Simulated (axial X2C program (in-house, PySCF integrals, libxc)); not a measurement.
## WC: nuclear properties from DFT to coupled cluster

Calculated with an axial X2C code built on PySCF integrals: two-component X2C with atomic mean-field Coulomb and Gaunt terms, Gaussian nuclei, basis W dyall-acv3z, C dyall-av3z with contracted cores.

R = 1.693 Å (near the PBE0 minimum at charge 0 of the determinant lowest at the starting distance; the state shown can have its own minimum elsewhere); state Ω = 1 (⟨Sz⟩ = -0.99, ⟨Lz⟩ = 1.99 at PBE0).

```json
{"level": "PBE0", "Eeff magnitude (GV/cm)": "36.7", "Ws magnitude W (kHz)": "35.5", "A∥/gI W (MHz)": "-5890", "A∥/gI C (MHz)": "-33.6", "μ (D)": "-4.25"}
{"level": "HF", "Eeff magnitude (GV/cm)": "72.8", "Ws magnitude W (kHz)": "73.9", "A∥/gI W (MHz)": "-3120", "A∥/gI C (MHz)": "69.8", "μ (D)": "-2.63"}
{"level": "B3LYP", "Eeff magnitude (GV/cm)": "34.6", "Ws magnitude W (kHz)": "33.2", "A∥/gI W (MHz)": "-6190", "A∥/gI C (MHz)": "-46.7", "μ (D)": "-4.25"}
```

Eeff is the effective electric field on the electron electric dipole moment in this Ω state and Ws the scalar–pseudoscalar constant of the nucleus named (defined with the proton number Z and per Ω); A∥ (defined per Ω) follows by multiplying with gI = μI/(I μN); μ is positive if the C end (last atom) is positive. The operators were transformed with the bare-nucleus X2C matrices; with these basis sets, hyperfine constants and field gradients can be off by tens of per cent, and where levels differ in sign neither size nor sign is settled.

Finite-field MP2, CCSD and CCSD(T), with 18 electrons correlated in 130 natural virtual spinors (MP2 remainder added):

| level | Eeff magnitude (GV/cm) | Ws magnitude W (kHz) | A∥/gI W (MHz) | A∥/gI C (MHz) | μ (D) |
| --- | --- | --- | --- | --- | --- |
| MP2 | 47.5 | 45 | -5950 | -107 | -6.53 |
| CCSD | 45.2 | 43.7 | -5290 | -32.2 | -4.45 |
| CCSD(T) | 40.9 | 39.1 | -5470 | -36.9 | -4.48 |

T1 = 0.074 (Lee–Taylor), a sign of multireference character. One unrestricted determinant, the lowest of a limited PBE0 search, is the reference; the functionals treat spin collinearly. With several open shells it need not be a pure state. Eeff spreads by more than a factor of two over the levels. Correlation of the inner shells is missing, which matters for properties at the nucleus. Number of frozen shells: W 4 s, 3 p, 2 d, 1 f; C 1 s.

(1) By how much does correlation change each value, CCSD(T) against HF?

## Answers

(1) Eeff magnitude -44 %; Ws magnitude W -47 %; A∥/gI W 75 %; A∥/gI C from 69.8 to -36.9, a change of sign; μ 70 %.
